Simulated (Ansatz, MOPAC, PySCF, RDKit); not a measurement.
Noncovalent pair: CH4 (SMILES C) (first 5 atoms) with H4OSi (SMILES O[SiH3]); geometry from B3LYP-D3(BJ)/def2-TZVP.
(charge 0, multiplicity 1):
```
atom    x (Å)    y (Å)    z (Å)
----  -------  -------  -------
C      0.0210  -0.1589   0.0474
H     -0.1249   0.6492   0.7624
H     -0.3676  -1.0875   0.4642
H     -0.5072   0.0706  -0.8773
H      1.0841  -0.2744  -0.1611
O     -0.0175   1.2971   3.4036
Si    -0.1028  -0.2839   3.8826
H      0.7561   1.8087   3.6514
H      1.0159  -1.0855   3.3294
H     -1.3890  -0.7918   3.3689
H     -0.0663  -0.4028   5.3617
```

Counterpoise-corrected where a basis set is named; no monomer relaxation. Rows marked so take none.

Frozen-core correlation. Rows in 6-311+G**, 6-31G* carry no dispersion term and start afresh at each structure (6-31G* with six Cartesian d functions). The state that PM7 reach isn't checked; PM7 holds dispersion and hydrogen-bond terms.

Codes used: Ansatz (Gaussian basis) for Hartree–Fock, density functionals and correlated methods; MOPAC for PM7 (differences of heats of formation); PySCF for 6-311+G** rows, 6-31G* rows, the dispersion terms; RDKit for the force fields. Each number belongs to the level named beside it.

```tsv
level	interaction energy (kcal/mol)
MMFF94	0.48
PM7	0.75
HF/6-31G* (no counterpoise)	0.14
PBE-D4/def2-TZVPPD	-1.20
BLYP-D3(BJ)/def2-TZVPPD	-0.93
B3LYP/6-311+G** (no counterpoise)	0.28
B3LYP-D4/def2-TZVPPD	-1.00
BHLYP-D3(BJ)/def2-TZVPPD	(withheld)
SCS-MP2/aug-cc-pV(D+d)Z	(withheld)
```

Problem. Some entries are withheld; supply them.

Solution. 
- BHLYP-D3(BJ)/def2-TZVPPD, interaction energy (kcal/mol): -1.12
- SCS-MP2/aug-cc-pV(D+d)Z, interaction energy (kcal/mol): -0.30

Ansatz is an electronic-structure program.
